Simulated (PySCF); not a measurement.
Bonds broken one at a time in the series Si NH2-H. Gas-phase values, no solvent. One relaxed conformer stands for each flexible species; it need not be the lowest. Strings in code marks are SMILES.

The four lowest singlet excitations (Tamm–Dancoff). All values below come from PBE-D3(BJ)/def2-TZVP // CAM-B3LYP-D3(BJ)/def2-TZVP (PySCF). Excitations are Tamm–Dancoff values on a coarser integration grid. The basis has no diffuse functions, so Rydberg states are missing or too high.

```tsv
state	energy (eV)	wavelength (nm)	oscillator strength
S1	5.29	235	0.000
S2	5.89	210	0.050
S3	5.89	210	0.050
S4	6.01	206	0.039
```

Question: Name which member gives these states.
A. `N[SiH](N)N`
B. `N[SiH2]N` (H–N–Si–N torsion -78°, N–Si–N–H torsion -78°)
C. `N[Si](N)(N)N`

Answer: C, `N[Si](N)(N)N`
